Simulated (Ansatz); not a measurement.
```yaml
crystal:
  periodic: [false, false, false]
  atoms:
    - {symbol: N, position_ang: [-1.748837, 3.319506, -1.567369]}
    - {symbol: C, position_ang: [0.190589, 0.855548, -1.752499]}
    - {symbol: O, position_ang: [-0.765646, -1.632193, -0.147074]}
    - {symbol: Ga, position_ang: [1.318832, -3.328168, 2.713783]}
    - {symbol: H, position_ang: [-3.792869, 2.756608, -2.250110]}
    - {symbol: H, position_ang: [-1.914469, 4.051544, 0.529697]}
    - {symbol: H, position_ang: [2.380524, 1.567437, -1.019559]}
    - {symbol: H, position_ang: [0.356792, 0.211298, -4.068762]}
    - {symbol: H, position_ang: [-0.179817, -6.066661, 4.114257]}
    - {symbol: H, position_ang: [4.337722, -1.847338, 3.454017]}
basis:
  gaussian: {orbitals: 6-31G}
hamiltonian: {xc: {name: B3LYP}, pseudopotentials: {relativity: none}}
```

```sh
$ ansatz run in.yaml --threads 4 --pin off --events-out ev --progress --plain --max-ram 10444MiB
```

Output, abridged:

```
Functional definition: B3LYP
785 factors; integrals over basis functions are off by at most 3.6e-4 eV
mean field evaluation 1: about -56935.7921 eV, gradient 1.2e2 eV
mean field evaluation 2: about -56281.1742 eV, gradient 1.3e2 eV
mean field evaluation 4: about -54574.8882 eV, gradient 4.7e2 eV
mean field evaluation 8: about -57000.1669 eV, gradient 1.9e1 eV
mean field evaluation 16: about -57002.7470 eV, gradient 3.9e-1 eV
mean field evaluation 32: about -57002.7532 eV, gradient 1.0e-4 eV
mean field -57002.75317931 eV, -2094.8125414858 hartree, gradient 1.7e-6 eV, S^2 0.000000; 10 other end points of the search recorded, 0 dependent functions left out
reference -57002.75367305 eV, -2094.8125596306 hartree; 29, 29 occupied and 39, 39 virtual orbitals, 785 factors
Total energy: -57002.75367305 eV, -2094.8125596306 hartree
```

Task: What is wrong with this run?

Result: The geometry is stretched to more than twice its size. Self-consistency was reached. The result belongs to that input, not to the molecule as meant.

B3LYP here is the variant with VWN-RPA as its local correlation; programs differ in this.
